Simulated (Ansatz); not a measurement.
Reaction (ligand exchange at the Si–C bond): `FCOC(F)[SiH3]` + `NB[SeH]` → `NB[Se][SiH3]` + `FCOCF`

Computed with Ansatz on PBE0-D4/def2-TZVP structures; ΔE is electronic, products minus reactants. CBS: MP2 limit from def2 TZ/QZ plus the TZ coupled-cluster correction, frozen cores. Functionals use def2-TZVPP. B3LYP here is the variant with VWN-RPA as its local correlation; programs differ in this. For Se outer-core shells are correlated without core-valence functions, which leaves a few kJ/mol of doubt a bond. Scalar relativity is left out up to krypton. One conformer a species, not always the lowest.

```
 level  ΔE (kJ/mol)
r2SCAN        -87.1
 B3LYP        -80.9
```

Problem. What does CCSD(T)/CBS give? (An estimate is asked.)

Solution. The calculation gave: -89.1 kJ/mol. The listed levels differ from it by 2.0, 8.2 kJ/mol.

Largest T1 diagnostic among the species: 0.012.

The D4 term adds −3.5 kJ/mol with B3LYP and −1.8 kJ/mol with PBE0; it sums over pairs of atoms, weighted by their polarisabilities, and B3LYP, whose exchange is more repulsive, gets the larger term. From PBE to PBE0 (25 % exact exchange), in def2-TZVPP and without D4, ΔE moves by −4.9 kJ/mol.
